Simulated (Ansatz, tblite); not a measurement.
Removing and adding an electron: Cu(PH3)Me (CH6CuP). Charge 0, multiplicity 1. Geometry: r2SCAN-D4/def2-TZVP. Ansatz, gas phase; energy differences of separate SCF runs; the oxidised species was run as a doublet alone; the reduced species was run as a doublet alone.

```xyz
9

Cu    0.038    0.019    0.214
P    -0.374   -0.224   -1.903
H     0.107   -1.359   -2.594
H     0.081    0.748   -2.823
H    -1.709   -0.291   -2.364
C     0.407    0.242    2.077
H     0.030    1.203    2.444
H     1.484    0.211    2.275
H    -0.062   -0.548    2.674
```

The xTB rows come from tblite.

| level | −HOMO (eV) | vertical IE (eV) | −LUMO (eV) | vertical EA (eV) | HOMO–LUMO gap (eV) | IE − EA (eV) | remarks |
| --- | --- | --- | --- | --- | --- | --- | --- |
| r2SCAN-D4/def2-TZVP | 4.95 | 7.90 | 1.15 | – | 3.79 | – | – |
| r2SCAN-D4/def2-TZVPD | 4.96 | – | 1.29 | -0.71 | 3.67 | – | HOMO above zero (-1 doublet) |
| PBE0-D4/def2-TZVP | 5.86 | 7.88 | 0.51 | – | 5.35 | – | – |
| PBE0-D4/def2-TZVPD | 5.88 | – | 0.71 | -0.72 | 5.17 | – | HOMO above zero (-1 doublet) |

**Question.** Estimate the rows for GFN1-xTB, GFN2-xTB, PBE-D4/def2-TZVP, PBE-D4/def2-TZVPD.

**Answer.** 
```
            level  −HOMO (eV)  vertical IE (eV)  −LUMO (eV)  vertical EA (eV)  HOMO–LUMO gap (eV)  IE − EA (eV)                       remarks
         GFN1-xTB        9.92             12.98        6.83              3.50                3.09          9.48                             –
         GFN2-xTB        8.73             12.02        6.42              3.70                2.31          8.32                             –
 PBE-D4/def2-TZVP        4.89              8.05        1.36                 –                3.53             –                             –
PBE-D4/def2-TZVPD        4.93                 –        1.52             -0.62                3.41             –  HOMO above zero (-1 doublet)
```

Relaxing the oxidised species (r2SCAN-D4/def2-TZVP) changes its energy by -0.27 eV at PBE-D4/def2-TZVP, so the adiabatic ionisation energy to this nearest minimum is 7.79 eV. At PBE0-D4/def2-TZVP it is 7.57 eV.  Relaxing the reduced species (r2SCAN-D4/def2-TZVPD) changes its energy by -0.33 eV at PBE-D4/def2-TZVPD, so the adiabatic electron affinity to this nearest minimum is -0.29 eV. At PBE0-D4/def2-TZVPD it is -0.42 eV. The highest occupied level of the relaxed charge -1 doublet lies above zero (up to 2.02 eV). By energy differences, losing it releases 0.29 eV (each at its own geometry, to the charge 0 singlet, at PBE-D4/def2-TZVPD).     A HOMO above zero means that the electron is unbound at that level or that self-interaction error raises the level; the energy of removing that electron tells which. Raw xTB energy differences between charge states are shifted by several eV; the methods need an empirical correction for them. A negative affinity means that the extra electron isn't bound; its size then hangs on the basis.
